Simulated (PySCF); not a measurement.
Removing the step error of a finite difference

System: Cl₂F₂Si (SMILES F[Si](F)(Cl)Cl), singlet, at a GFN2-xTB geometry. Level: B3LYP/6-31G, polarisability in PySCF. Sums are taken with unrounded values, so a last digit can differ.

Second differences of the energy in a field along z gave a polarisability along z of 22.043 bohr³ at step 0.005 and 22.080 bohr³ at step 0.02 (atomic units).

**Question.** Extrapolate to zero step.

**Answer.** The leading error of a symmetric difference goes as h², so A(h) = A0 + c h². Then c = (22.080 - (22.043))/(0.02² - 0.005²) = 98.1 (atomic units) and A0 = 22.043 - c × 0.005² = 22.041 bohr³. The analytic value from the same program and level is 22.041 bohr³: the smaller step missed it by 0.002, the extrapolation by 0.000.
